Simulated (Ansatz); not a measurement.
## Nudged elastic band run: CH$_{6}$BNSi

Input:

```yaml
crystal:
  periodic: [false, false, false]
  atoms:
    - { symbol: "N", position_ang: [-1.544442, 0.453791, -1.047644] }
    - { symbol: B, position_ang: [-0.384679, 0.169148, -0.344287] }
    - { symbol: C, position_ang: [0.369566, -1.050518, 0.281649] }
    - { symbol: Si, position_ang: [1.172984, 0.649102, 0.750154] }
    - { symbol: H, position_ang: [-1.834203, 1.403408, -1.284609] }
    - { symbol: H, position_ang: [-2.187604, -0.270681, -1.379548] }
    - { symbol: H, position_ang: [-0.125055, -1.695323, 1.033767] }
    - { symbol: H, position_ang: [1.008316, -1.650338, -0.397751] }
    - { symbol: H, position_ang: [1.047704, 1.093696, 2.179962] }
    - { symbol: H, position_ang: [2.560611, 0.846616, 0.211406] }
basis:
  gaussian: { orbitals: def2-SVP }
hamiltonian:
  xc: pbe
  dispersion: d4
neb:
  order_check: false
  images: 5
  f_tol: 0.05
  max_iterations: 60
  final_atoms:
    - { symbol: "N", position_ang: [-1.5483942, 0.45487279, -1.0386284] }
    - { symbol: B, position_ang: [-0.37262202, 0.16492031, -0.36352917] }
    - { symbol: C, position_ang: [0.3655484, -1.05239152, 0.28191039] }
    - { symbol: Si, position_ang: [1.17722333, 0.6487064, 0.73941064] }
    - { symbol: H, position_ang: [-2.20777565, -0.26692998, -1.3429846] }
    - { symbol: H, position_ang: [-1.83129082, 1.40383766, -1.28747329] }
    - { symbol: H, position_ang: [-0.13831298, -1.7114291, 1.01493736] }
    - { symbol: H, position_ang: [1.0317639, -1.63508176, -0.38625559] }
    - { symbol: H, position_ang: [1.02632297, 1.13213829, 2.15424357] }
    - { symbol: H, position_ang: [2.58073507, 0.81025792, 0.23146809] }
  initial_path:
    images:
      - { positions_ang: [[-1.544442, 0.453791, -1.047644], [-0.384679, 0.169148, -0.344287], [0.369566, -1.050518, 0.281649], [1.172984, 0.649102, 0.750154], [-1.834203, 1.403408, -1.284609], [-2.187604, -0.270681, -1.379548], [-0.125055, -1.695323, 1.033767], [1.008316, -1.650338, -0.397751], [1.047704, 1.093696, 2.179962], [2.560611, 0.846616, 0.211406]] }
      - { positions_ang: [[-1.60118518, 0.48136373, -0.97105809], [-0.42607953, 0.13669326, -0.27608584], [0.3742848, -1.06677728, 0.30303678], [1.22621211, 0.56270127, 0.77563994], [-1.87610851, 0.88970596, -1.39651899], [-1.94800314, 0.30591748, -1.37246102], [-0.08271717, -1.69213111, 1.08636846], [0.98359762, -1.65098863, -0.42713398], [1.00564651, 1.07163503, 2.17532892], [2.42755049, 0.91078129, 0.10598282]] }
      - { positions_ang: [[-1.65792836, 0.50893646, -0.89447217], [-0.46748005, 0.10423852, -0.20788469], [0.37900361, -1.08303657, 0.32442455], [1.27944021, 0.47630054, 0.80112589], [-1.91801403, 0.37600392, -1.50842898], [-1.70840228, 0.88251596, -1.36537405], [-0.04037933, -1.68893922, 1.13896992], [0.95887924, -1.65163926, -0.45651695], [0.96358901, 1.04957407, 2.17069584], [2.29448998, 0.97494658, 0.00055965]] }
      - { positions_ang: [[-1.71467154, 0.53650918, -0.81788626], [-0.50888058, 0.07178377, -0.13968353], [0.38372241, -1.09929585, 0.34581233], [1.33266832, 0.38989982, 0.82661183], [-1.95991954, -0.13769812, -1.62033896], [-1.46880141, 1.45911444, -1.35828707], [0.0019585, -1.68574732, 1.19157137], [0.93416086, -1.65228988, -0.48589993], [0.92153152, 1.0275131, 2.16606275], [2.16142947, 1.03911186, -0.10486353]] }
      - { positions_ang: [[-1.65924576, 0.50929705, -0.89146697], [-0.46346106, 0.10282929, -0.21429874], [0.37766441, -1.08366107, 0.32451168], [1.28085332, 0.47616868, 0.79754477], [-2.04253825, -0.1807754, -1.52788751], [-1.58963122, 1.44068884, -1.33468248], [-0.04479866, -1.69430792, 1.13269337], [0.96669521, -1.64655384, -0.45268515], [0.956462, 1.06238817, 2.16212303], [2.301198, 0.96282722, 0.00724701]] }
      - { positions_ang: [[-1.60381998, 0.48208492, -0.96504769], [-0.41804154, 0.1338748, -0.28891395], [0.37160641, -1.0680263, 0.30321103], [1.22903833, 0.56243754, 0.7684777], [-2.12515695, -0.22385269, -1.43543605], [-1.71046102, 1.42226325, -1.31107788], [-0.09155582, -1.70286851, 1.07381537], [0.99922955, -1.6408178, -0.41947037], [0.99139249, 1.09726323, 2.1581833], [2.44096653, 0.88654257, 0.11935755]] }
      - { positions_ang: [[-1.5483942, 0.45487279, -1.0386284], [-0.37262202, 0.16492031, -0.36352917], [0.3655484, -1.05239152, 0.28191039], [1.17722333, 0.6487064, 0.73941064], [-2.20777565, -0.26692998, -1.3429846], [-1.83129082, 1.40383766, -1.28747329], [-0.13831298, -1.7114291, 1.01493736], [1.0317639, -1.63508176, -0.38625559], [1.02632297, 1.13213829, 2.15424357], [2.58073507, 0.81025792, 0.23146809]] }
```

Launched with:

```bash
$ ansatz run input.yaml --threads 1 --pin off --max-ram 2048MiB --backend cpu --events-out ev --progress --plain --runs-dir out
```

Output, in part (warnings, iteration lines, the closing report on the highest movable image, with atoms numbered from 0):

```
NEB end point (image 0): max|allowed force component| = 1.422e-2 eV/Å (the criterion of neb.relax_end_points is 1.000e-2)
NEB end point (image 6): max|allowed force component| = 1.034e-2 eV/Å (the criterion of neb.relax_end_points is 1.000e-2)
NEB iter   1: max|band force component| = 1.217e2 eV/Å  barrier→ = 27.6446 eV  barrier← = 27.6443 eV  Δτ_max = 0.2000 Å  (201 SCF iters)
NEB iter   2: max|band force component| = 6.539e1 eV/Å  barrier→ = 16.1826 eV  barrier← = 16.1823 eV  Δτ_max = 0.2000 Å  (164 SCF iters)
NEB iter   3: max|band force component| = 2.849e1 eV/Å  barrier→ = 10.0297 eV  barrier← = 10.0294 eV  Δτ_max = 0.1970 Å  (167 SCF iters)
NEB iter   4: max|band force component| = 1.205e1 eV/Å  barrier→ = 8.6728 eV  barrier← = 8.6725 eV  Δτ_max = 0.1968 Å  (141 SCF iters)
NEB iter   5: max|band force component| = 1.147e1 eV/Å  barrier→ = 6.4227 eV  barrier← = 6.4223 eV  Δτ_max = 0.1913 Å  (156 SCF iters)
NEB iter   6: max|band force component| = 7.024e0 eV/Å  barrier→ = 4.4021 eV  barrier← = 4.4017 eV  Δτ_max = 0.1850 Å  (155 SCF iters)
NEB iter   7: max|band force component| = 3.901e0 eV/Å  barrier→ = 3.3821 eV  barrier← = 3.3817 eV  Δτ_max = 0.2000 Å  (156 SCF iters)
NEB iter   8: max|band force component| = 5.670e0 eV/Å  barrier→ = 4.1751 eV  barrier← = 4.1747 eV  Δτ_max = 0.1020 Å  (156 SCF iters)
NEB iter   9: max|band force component| = 3.390e0 eV/Å  barrier→ = 3.4320 eV  barrier← = 3.4316 eV  Δτ_max = 0.0505 Å  (147 SCF iters)
NEB iter  10: max|band force component| = 3.102e0 eV/Å  barrier→ = 3.1304 eV  barrier← = 3.1301 eV  Δτ_max = 0.0502 Å  (148 SCF iters)
NEB iter  11: max|band force component| = 3.079e0 eV/Å  barrier→ = 2.8027 eV  barrier← = 2.8024 eV  Δτ_max = 0.0463 Å  (147 SCF iters)
NEB iter  12: max|band force component| = 3.215e0 eV/Å  barrier→ = 2.5900 eV  barrier← = 2.5897 eV  Δτ_max = 0.0946 Å  (150 SCF iters)
NEB iter  13: max|band force component| = 2.828e0 eV/Å  barrier→ = 2.0124 eV  barrier← = 2.0120 eV  Δτ_max = 0.2000 Å  (146 SCF iters)
NEB iter  14: max|band force component| = 2.737e0 eV/Å  barrier→ = 1.2028 eV  barrier← = 1.2025 eV  Δτ_max = 0.1879 Å  (149 SCF iters)
NEB iter  15: max|band force component| = 4.999e-1 eV/Å  barrier→ = 1.0690 eV  barrier← = 1.0686 eV  CI = image 3  Δτ_max = 0.1581 Å  (148 SCF iters)
NEB iter  16: max|band force component| = 3.969e-1 eV/Å  barrier→ = 1.2406 eV  barrier← = 1.2402 eV  CI = image 3  Δτ_max = 0.1865 Å  (146 SCF iters)
NEB iter  17: max|band force component| = 3.653e-1 eV/Å  barrier→ = 1.2380 eV  barrier← = 1.2376 eV  CI = image 3  Δτ_max = 0.1595 Å  (145 SCF iters)
NEB iter  18: max|band force component| = 1.672e-1 eV/Å  barrier→ = 1.2281 eV  barrier← = 1.2277 eV  CI = image 3  Δτ_max = 0.0506 Å  (149 SCF iters)
NEB iter  19: max|band force component| = 1.975e-1 eV/Å  barrier→ = 1.2143 eV  barrier← = 1.2139 eV  CI = image 3  Δτ_max = 0.0756 Å  (147 SCF iters)
NEB iter  20: max|band force component| = 2.372e-1 eV/Å  barrier→ = 1.1987 eV  barrier← = 1.1983 eV  CI = image 3  Δτ_max = 0.1323 Å  (142 SCF iters)
NEB iter  21: max|band force component| = 2.761e-1 eV/Å  barrier→ = 1.1704 eV  barrier← = 1.1700 eV  CI = image 3  Δτ_max = 0.1985 Å  (145 SCF iters)
NEB iter  22: max|band force component| = 2.808e-1 eV/Å  barrier→ = 1.1350 eV  barrier← = 1.1347 eV  CI = image 3  Δτ_max = 0.1002 Å  (143 SCF iters)
NEB iter  23: max|band force component| = 2.259e-1 eV/Å  barrier→ = 1.1167 eV  barrier← = 1.1164 eV  CI = image 3  Δτ_max = 0.0719 Å  (146 SCF iters)
NEB iter  24: max|band force component| = 1.402e-1 eV/Å  barrier→ = 1.1093 eV  barrier← = 1.1090 eV  CI = image 3  Δτ_max = 0.0328 Å  (144 SCF iters)
NEB iter  25: max|band force component| = 1.125e-1 eV/Å  barrier→ = 1.1059 eV  barrier← = 1.1056 eV  CI = image 3  Δτ_max = 0.0595 Å  (151 SCF iters)
NEB iter  26: max|band force component| = 1.402e-1 eV/Å  barrier→ = 1.1103 eV  barrier← = 1.1100 eV  CI = image 3  Δτ_max = 0.0306 Å  (150 SCF iters)
NEB iter  27: max|band force component| = 7.060e-2 eV/Å  barrier→ = 1.1047 eV  barrier← = 1.1043 eV  CI = image 3  Δτ_max = 0.0249 Å  (144 SCF iters)
NEB iter  28: max|band force component| = 2.696e-2 eV/Å  barrier→ = 1.1035 eV  barrier← = 1.1031 eV  CI = image 3  Δτ_max = 0.0000 Å  (295 SCF iters)
Total energy: -11163.99332342 eV, -410.2691874093 hartree
Atom 0 at    -1.530822     0.215683    -1.250142 Å, force     0.003722    -0.005406    -0.010858 eV/Å
Atom 1 at    -0.647389    -0.013088    -0.119608 Å, force     0.021443    -0.009791     0.026975 eV/Å
Atom 2 at     0.216611    -1.132301     0.376009 Å, force    -0.013746     0.006407    -0.002792 eV/Å
Atom 3 at     0.992686     0.745354     0.723117 Å, force    -0.006366     0.008932     0.000328 eV/Å
Atom 4 at    -1.054644     0.755138    -1.988436 Å, force    -0.001527     0.000666    -0.002389 eV/Å
Atom 5 at    -2.313099     0.823451    -0.968392 Å, force    -0.002560     0.003299     0.003667 eV/Å
Atom 6 at     0.314574    -1.325432     1.462232 Å, force     0.003812    -0.003098    -0.009060 eV/Å
Atom 7 at     0.486374    -2.024297    -0.223146 Å, force    -0.002366     0.001757    -0.003257 eV/Å
Atom 8 at     1.497193     0.652973     2.138877 Å, force    -0.005471     0.003960     0.000736 eV/Å
Atom 9 at     2.121715     1.251419    -0.147412 Å, force     0.003057    -0.006727    -0.003350 eV/Å
Dipole moment:    -0.084683     0.157369    -0.086537 e Å
```

The run converged. A vibrational analysis at the climbing image gives one clearly imaginary mode, 527i cm⁻¹: a first-order saddle point.

Final band (atoms are numbered from 1 in the order of the input):

```csv
image,path coordinate (Å),energy (kJ/mol),dihedral H6–N1–B2–C3 (°)
0,0.00,0.0,-5
1,0.90,2.4,22
2,1.80,59.1,86
3,2.70,106.5,147
4,3.69,45.1,180
5,4.69,1.1,-168
6,5.69,0.0,174
```

Run time: 12 min on 1 thread of Intel(R) Xeon(R) Processor @ 2.50GHz (Skylake/Cascade Lake), on a shared host, peak memory 0.13 GiB.
